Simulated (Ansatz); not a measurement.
**A basis-limit estimate, worked out**

An elementary step of BH3ClO2F, singlet (BH₂ClO₂ ([OH][B]([OH])[Cl]) + HF → BH₂O₂F ([OH][B]([OH])[F]) + HCl; bonds formed: B1–F6, Cl2–H5; bonds broken: B1–Cl2, H5–F6). “Start” is the structure reached by relaxing down from the saddle towards the reactants; PBE0-D4/def2-TZVP structures. The saddle:

```tsv
atom	x (Å)	y (Å)	z (Å)
B1	-0.3318	0.0398	-0.2257
Cl2	1.5726	-0.9884	-0.0848
O3	-0.3382	0.9359	-1.2291
O4	-1.3642	-0.7995	-0.0269
H5	1.0675	0.0708	1.0130
F6	0.1910	0.7041	1.1794
H7	0.4563	1.4642	-1.3144
H8	-1.2532	-1.4267	0.6885
```

Ansatz 0.2.0; basis: def2-TZVPP and def2-QZVPP; cores frozen in the correlated methods.

Energies in eV:

| quantity | saddle | start |
| --- | --- | --- |
| Hartree–Fock, triple zeta (X = 3) | -20009.60718 | -20011.14361 |
| Hartree–Fock, quadruple zeta (X = 4) | -20010.29666 | -20011.84363 |
| MP2 correlation, X = 3 | -28.67106 | -28.19305 |
| MP2 correlation, X = 4 | -31.16622 | -30.69315 |
| CCSD(T) correlation, X = 3 | -30.26749 | -29.82110 |

**Question.** Work out the barrier at the basis limit: extrapolate Hartree–Fock as E(X) = E∞ + A exp(−7.88 √X) and the MP2 correlation as E(X) = E∞ + B X^−2.97 (the exponents that Neese and Valeev fitted for def2-TZVPP and QZVPP), then add CCSD(T) − MP2 in triple zeta.

**Answer.** Each step is linear, so take the differences first (saddle − start): Hartree–Fock 1.53643 (X = 3) and 1.54697 (X = 4); MP2 correlation -0.47801 and -0.47307; CCSD(T) correlation -0.44639.
Two points give E∞ = E(4) + w [E(4) − E(3)], with w = 1/(exp(7.88 (2 − √3)) − 1) = 0.1377 for Hartree–Fock and w = 1/((4/3)^2.97 − 1) = 0.7407 for the correlation.
Hartree–Fock: 1.54697 + 0.1377 × 0.01054 = 1.5484 eV.
MP2 correlation: -0.47307 + 0.7407 × 0.00494 = -0.4694 eV.
CCSD(T) − MP2: -0.44639 − (-0.47801) = 0.0316 eV.
Sum: 1.5484 + (-0.4694) + 0.0316 = 1.1106 eV, or 25.61 kcal/mol. Plain CCSD(T) in triple zeta gives 1.0900 eV, so the larger basis shifts the result by 0.0206 eV.

The T1 diagnostic stays at or below 0.012.

Labels in which every atom is bracketed show which atoms are joined, not bond orders.

For scale, one of the runs: CCSD(T)/def2-TZVPP, 208 basis functions, launched by `ansatz run in.yaml --threads 4 --pin off --events-out ev --progress --plain --max-ram 9574MiB`. The run took 67 s on 4 CPU threads of an Arm Neoverse V2 (shared host), with 3 GiB of host memory at its peak.
